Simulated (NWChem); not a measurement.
System: 1,1-difluoroethane (C₂H₄F₂); SMILES C(F)(F)C

Input file for NWChem:

```
start job
memory heap 200 mb stack 900 mb global 1100 mb
geometry units angstroms noautosym nocenter noautoz
  C     -0.113080     1.366535     0.000000
  C      0.350818    -0.060260     0.000000
  F     -0.122764    -0.705529    -1.092215
  F     -0.122764    -0.705529     1.092215
  H     -1.212214     1.387995     0.000000
  H      0.256316     1.886308    -0.894476
  H      0.256316     1.886308     0.894476
  H      1.451454    -0.162517     0.000000
end
basis spherical
  * library def2-svp
end
dft
  xc m05-2x
  iterations 150
end
cosmo
  do_cosmo_smd true
  solvent ether
end
task dft energy
```

Parts of the log:

```
             Northwest Computational Chemistry Package (NWChem) 7.3.0
             --------------------------------------------------------

                             Geometry "geometry" -> ""
                             -------------------------

 Output coordinates in angstroms (scale by  1.889725989 to convert to a.u.)

  No.       Tag          Charge          X              Y              Z
 ---- ---------------- ---------- -------------- -------------- --------------
    1 C                    6.0000    -0.11308000     1.36653500     0.00000000
    2 C                    6.0000     0.35081800    -0.06026000     0.00000000
    3 F                    9.0000    -0.12276400    -0.70552900    -1.09221500
    4 F                    9.0000    -0.12276400    -0.70552900     1.09221500
    5 H                    1.0000    -1.21221400     1.38799500     0.00000000
    6 H                    1.0000     0.25631600     1.88630800    -0.89447600
    7 H                    1.0000     0.25631600     1.88630800     0.89447600
    8 H                    1.0000     1.45145400    -0.16251700     0.00000000

 Effective nuclear repulsion energy (a.u.)     132.8145384597

                                 NWChem DFT Module
                                 -----------------

 Summary of "ao basis" -> "ao basis" (spherical)
 ------------------------------------------------------------------------------
       Tag                 Description            Shells   Functions and Types
 ---------------- ------------------------------  ------  ---------------------
 C                          def2-svp                 6       14   3s2p1d
 F                          def2-svp                 6       14   3s2p1d
 H                          def2-svp                 3        5   2s1p

 in cosmo_initialize ...
 calling solv_data for solv:ether

 solvent parameters
 solvname_short: ether
 solvname_long:  diethyl ether
 dielec:        4.2400
 dielecinf:     1.8295
 nonaqueous SMD model solvent descriptors
 dielec:        4.2400
 sola:          0.0000
 solb:          0.4100
 solc:          0.0000
 solg:         23.9600
 solh:          0.0000
 soln:          1.3526

          ---------------
          -cosmo- solvent
          ---------------
 Cosmo: York-Karplus, doi: 10.1021/jp992097l
 dielectric constant -eps-     =   4.24
 screen = (eps-1)/(eps    )    =   0.76415
 surface charge correction     = lagrangian

   van der Waals surface
 --------------------------

 ---------- ATOMIC COORDINATES (A.U.) ------------ VDWR(ANG.) --
     1   -0.21369021    2.58237670    0.00000000     1.850
     2    0.66294989   -0.11387489    0.00000000     1.850
     3   -0.23199032   -1.33325649   -2.06398707     1.730
     4   -0.23199032   -1.33325649    2.06398707     1.730
     5   -2.29075230    2.62293022    0.00000000     1.200
     6    0.48436701    3.56460525   -1.69031454     1.200
     7    0.48436701    3.56460525    1.69031454     1.200
     8    2.74285035   -0.30711260    0.00000000     1.200
 number of segments per atom =        128
 number of   points per atom =        128
 atom (   nspa,  nppa )
 ----------------------
    1 (     56,     0 )       0
    2 (     24,     0 )       0
    3 (     77,     0 )       0
    4 (     77,     0 )       0
    5 (     54,     0 )       0
    6 (     54,     0 )       0
    7 (     54,     0 )       0
    8 (     56,     0 )       0
 number of -cosmo- surface points =      452
 molecular surface =     88.265 angstrom**2
 molecular volume  =     64.669 angstrom**3
 -lineq- algorithm             =   0
 -bem- low  level              =   3
 -bem- from -octahedral-
 gaussian surface charge width =   4.50000
 degree of switching           =   1.00000
 switching function tolerance  =   0.00010
 atomic radii =
 --------------
    1  6.000  1.850
    2  6.000  1.850
    3  9.000  1.730
    4  9.000  1.730
    5  1.000  1.200
    6  1.000  1.200
    7  1.000  1.200
    8  1.000  1.200
 ...... end of -cosmo- initialization ......

 nat:                     8
 ixmem:                  3618
 calling mnsol_interface()
 G(SMD-CDS) energy (kcal/mol)  =    -0.269
 SMD-CDS SASA (angstrom**2)    =   111.374

[...]

                                COSMO-SMD solvation results
                                ---------------------------

             internal energy in gas <Psi(g)|H|Psi(g)> =      -278.054992162899
         internal energy in solvent <Psi(s)|H|Psi(s)> =      -278.054484250251
                               delta internal energy  =         0.000507912648 (    0.32 kcal/mol)
   total free energy in solvent <Psi(s)|H+V/2|Psi(s)> =      -278.060262021516
 polarization energy contribution <Psi(s)|V/2|Psi(s)> =        -0.005777771264 (   -3.63 kcal/mol)
    total free energy in solvent including G(SMD-CDS) =      -278.060690842436
                       G(SMD-CDS) energy contribution =        -0.000428820921 (   -0.27 kcal/mol)
     1 M fixed-concentration free energy of solvation =        -0.005698679537 (   -3.58 kcal/mol)

                       DFT Final Molecular Orbital Analysis
                       ------------------------------------

 Vector   15  Occ=2.000000D+00  E=-4.632489D-01
              MO Center=  2.3D-02,  1.1D+00, -4.3D-09, r^2= 2.3D+00
   Bfn.  Coefficient  Atom+Function         Bfn.  Coefficient  Atom+Function
  ----- ------------  ---------------      ----- ------------  ---------------
     6      0.396021  1 C  pz                62     -0.286325  6 H  s
    67      0.286325  7 H  s                 33     -0.229424  3 F  py
    47      0.229424  4 F  py                36      0.161065  3 F  py
    50     -0.161065  4 F  py                 9      0.157946  1 C  pz
    63     -0.108166  6 H  s                 68      0.108166  7 H  s

 Vector   16  Occ=2.000000D+00  E=-4.604373D-01
              MO Center= -1.7D-01,  1.0D+00,  6.9D-09, r^2= 2.2D+00
   Bfn.  Coefficient  Atom+Function         Bfn.  Coefficient  Atom+Function
  ----- ------------  ---------------      ----- ------------  ---------------
     4      0.315235  1 C  px                57     -0.284199  5 H  s
     5      0.244654  1 C  py                33     -0.197599  3 F  py
    47     -0.197599  4 F  py                62      0.194244  6 H  s
    67      0.194245  7 H  s                 36      0.139192  3 F  py
    50      0.139192  4 F  py                72     -0.130048  8 H  s

 Vector   17  Occ=2.000000D+00  E=-4.078511D-01
              MO Center=  2.2D-01,  5.6D-02, -9.8D-09, r^2= 2.1D+00
   Bfn.  Coefficient  Atom+Function         Bfn.  Coefficient  Atom+Function
  ----- ------------  ---------------      ----- ------------  ---------------
    72      0.299173  8 H  s                 18      0.279073  2 C  px
     5      0.268738  1 C  py                32      0.249995  3 F  px
    46      0.249995  4 F  px                19     -0.235217  2 C  py
    33     -0.187491  3 F  py                47     -0.187491  4 F  py
    35     -0.178458  3 F  px                49     -0.178458  4 F  px

 Vector   18  Occ=0.000000D+00  E= 1.314058D-01
              MO Center=  5.5D-01,  1.3D+00, -2.1D-09, r^2= 5.1D+00
   Bfn.  Coefficient  Atom+Function         Bfn.  Coefficient  Atom+Function
  ----- ------------  ---------------      ----- ------------  ---------------
     3      2.232259  1 C  s                 63     -1.144587  6 H  s
    68     -1.144587  7 H  s                 73     -1.067289  8 H  s
    58     -0.769176  5 H  s                 21      0.573166  2 C  px
    17      0.420156  2 C  s                  8      0.411735  1 C  py
    18      0.194097  2 C  px                 5      0.153018  1 C  py

 Vector   19  Occ=0.000000D+00  E= 1.596724D-01
              MO Center=  2.3D-02,  6.4D-01, -6.7D-09, r^2= 5.8D+00
   Bfn.  Coefficient  Atom+Function         Bfn.  Coefficient  Atom+Function
  ----- ------------  ---------------      ----- ------------  ---------------
     3      2.112263  1 C  s                 58     -1.588163  5 H  s
    17     -1.496011  2 C  s                 73      1.483933  8 H  s
    21     -0.537643  2 C  px                22     -0.452161  2 C  py
     7     -0.411745  1 C  px                63     -0.315121  6 H  s
    68     -0.315121  7 H  s                  8     -0.258550  1 C  py

 Vector   20  Occ=0.000000D+00  E= 1.821547D-01
              MO Center=  3.1D-01,  1.6D+00,  3.0D-08, r^2= 3.8D+00
   Bfn.  Coefficient  Atom+Function         Bfn.  Coefficient  Atom+Function
  ----- ------------  ---------------      ----- ------------  ---------------
    63      1.421307  6 H  s                 68     -1.421307  7 H  s
     9      0.987712  1 C  pz                23      0.400111  2 C  pz
     6      0.291000  1 C  pz                20      0.288708  2 C  pz
    31      0.235896  3 F  s                 45     -0.235896  4 F  s
    62      0.135402  6 H  s                 67     -0.135402  7 H  s

     Multipole analysis of the density
     ---------------------------------

     L   x y z        total         alpha         beta         nuclear
     -   - - -        -----         -----         ----         -------
     0   0 0 0     -0.000000    -17.000000    -17.000000     34.000000

     1   1 0 0      0.497239      0.278337      0.278337     -0.059436
     1   0 1 0      0.872185      0.307382      0.307382      0.257422
     1   0 0 1     -0.000000     -0.000000     -0.000000      0.000000

     2   2 0 0    -15.593624    -16.356684    -16.356684     17.119744
     2   1 1 0     -0.301607      0.646285      0.646285     -1.594178
     2   1 0 1      0.000000      0.000000      0.000000      0.000000
     2   0 2 0    -16.698474    -60.585755    -60.585755    104.473035
     2   0 1 1     -0.000000     -0.000000     -0.000000      0.000000
     2   0 0 2    -18.694729    -50.544911    -50.544911     82.395094
```

Level: M05-2X/def2-SVP, SMD on the gas-phase geometry. Geometry: optimised at PBE0/def2-SVP. Solvent: diethyl ether.
